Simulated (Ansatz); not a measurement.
Gas-phase electronic energies from Ansatz, PBE0-D4/def2-TZVP geometries. CCSD(T)/CBS adds triple-zeta CCSD(T) − MP2 to the extrapolated MP2 energy (def2 sets, frozen cores). DFT in def2-TZVPP. For Ga, Zn outer-core shells are correlated without core-valence functions, which leaves a few kJ/mol of doubt a bond. Scalar relativity is left out up to krypton. Each species was taken in one conformer, which may not be the lowest.

Consider the formal exchange of groups at a Zn–Ga bond: `CO[CH2][GaH][ZnH]` + `O[SiH2][SiH3]` → `O[SiH2][SiH2][ZnH]` + `CO[CH2][GaH2]`.

```
             level  ΔE (kJ/mol)
RPA@PBE/def2-TZVPP         14.5
     CCSD/def2-SVP         13.3
```

(1) What does CCSD(T)/CBS give? (Best estimate.)

Largest T1 diagnostic among the species: 0.014.

## Answers

(1) Computed: +17.1 kJ/mol. The listed levels differ from it by -2.6, -3.8 kJ/mol.

Leaving LDA and LC-ωPBE aside and taking each functional with its dispersion term where it has one, the values, not all of them listed here, spread over 15.3 kJ/mol, from B97M-V to BLYP-D4.
